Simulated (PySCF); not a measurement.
Compound: 2-bromoethanol, C2H5BrO.
Cartesian coordinates in Å at the PBE0-D3(BJ)/def2-SVP level; atoms count from 1:
```
atom  x, y, z in Å
O1     0.046    1.410    0.756
C2    -0.062    0.620   -0.385
C3    -0.248   -0.849   -0.074
Br4    1.296   -1.544    0.897
H5     0.795    1.072    1.266
H6    -0.958    0.958   -0.933
H7     0.801    0.741   -1.070
H8    -0.344   -1.458   -0.983
H9    -1.112   -1.013    0.582
```

Linear response at B3LYP/def2-SVPD (PySCF, frozen core in the response, non-relativistic). The B3LYP/def2-SVPD calculation is non-relativistic and has no spin–orbit coupling, an omission that weighs most on bromine.

Static isotropic polarisability: 53.79 au (7.97 Å³), principal values 46.5, 50.7, 64.2 au.

Task: What is the polarisability at 1064 nm and at the sodium D line?

Result: 54.24 au at 1064 nm (+0.8 %), 55.29 au at 589.3 nm (+2.8 %). The rise at 589.3 nm is 3.35 times that at 1064 nm; a pure ω² law gives 3.26. The lowest singlet lies at 204 nm, shorter than both wavelengths.

Task: What is the isotropic C6 coefficient between two such molecules, C6 = (3/π)∫α(iω)² dω?

Result: 1187 au (Eh·bohr⁶) by a ten-point quadrature over imaginary frequencies, which is 710 eV·Å⁶ or 68.5 J·nm⁶/mol.

Task: Which effective excitation energy ω̄ makes London's formula C6 = (3/4)α²ω̄ exact here?

Result: ω̄ = 4·C6/(3α²) = 0.547 Eh = 14.9 eV. A one-pole form α(ω) = α/(1 − ω²/ω̄²) fitted to the 1064 nm value gives 12.8 eV.

Task: How anisotropic is the static polarisability, by Δα² = ½[(α1 − α2)² + (α2 − α3)² + (α3 − α1)²]?

Result: Δα = 16.0 au, or 0.30 of the isotropic value.

Task: What molar refraction at the D line follows from R = (4π/3)·N_A·α′, with α′ the polarisability volume?

Result: α′ = 8.19 Å³ gives R = 20.67 cm³/mol, for isolated, non-vibrating species.

Task: What does −C6/R⁶ come to at R = 12 Å between centres?

Result: -23 J/mol. This is the leading, orientation-averaged term; C8 and higher terms are left out.

Task: What n − 1 at the D line would an ideal gas of it have at 273.15 K and 1 atm (2.6868 × 10¹⁹ cm⁻³), by n − 1 = 2π·N·α′?

Result: 13.83 × 10⁻⁴, a formal value whether or not that pressure can be reached.

Rough CPU time on one thread of a shared machine: about 18 s. This is the whole response run at B3LYP/def2-SVPD, SCF included.

One conformer stands for the species.
